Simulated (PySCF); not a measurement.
# Which basis set comes closest?

Molecule: SMILES C(C)(=O)c1ccsc1, C₆H₆OS.

Structure with atom numbers: `[CH3:1][C:2](=[O:3])[c:4]1[cH:5][cH:6][s:7][cH:8]1` (H(Xn): hydrogen on atom n).

Geometry PBE0-D3(BJ)/def2-SVP throughout; GIAO in PySCF, gas phase, one conformer, non-relativistic; equivalent atoms averaged; functional PBE0.

Reference values (estimated from measurements, as parent shift plus tabulated substituent increments; solution, not stated per compound (mostly CDCl3 or CCl4); Pretsch, Buehlmann, Badertscher, Structure Determination of Organic Compounds, 4th ed. (2009)): δ(H(C8)) = 8.05 ppm, δ(H(C5)) = 7.54 ppm, δ(H(C6)) = 7.32 ppm. Computed shifts are taken against TMS, calculated as an isolated molecule at each level.

How do the basis sets STO-3G, pcSseg-0, 6-31G, 6-31G*, cc-pVDZ, def2-SVP, pcSseg-1, aug-cc-pVDZ, 6-311+G(2d,p), def2-TZVP, cc-pVTZ perform against the reference? Times are CPU seconds on shared hosts with different chips, so compare them loosely.

## Answers


```
    basis set  functions  H(C8)  H(C5)  H(C6)  mean abs. error H  core-s
       STO-3G         50   7.44   6.54   6.68               0.75     5.2
     pcSseg-0         88   8.16   7.28   6.94               0.25       8
        6-31G         88   8.36   7.43   7.15               0.20      11
       6-31G*        128   8.04   7.26   6.89               0.24      16
      cc-pVDZ        146   8.17   7.21   7.06               0.24      16
     def2-SVP        146   8.04   7.21   6.88               0.26      15
     pcSseg-1        173   8.25   7.37   7.12               0.19      18
  aug-cc-pVDZ        242   8.57   7.61   7.46               0.24      34
6-311+G(2d,p)        260   8.53   7.56   7.38               0.19      44
    def2-TZVP        290   8.47   7.61   7.34               0.17      46
      cc-pVTZ        328   8.47   7.53   7.33               0.15      56
```

For ¹H the closest is cc-pVTZ (0.15 ppm, with def2-TZVP practically level) and the furthest STO-3G (0.75 ppm). Where a smaller basis beats a larger one, errors probably cancel. One molecule is a small sample, and vibrational and solvent effects are absent from the calculation.

A small basis that lands close on one nucleus may do so by chance; judge by the trend and by all nuclei.
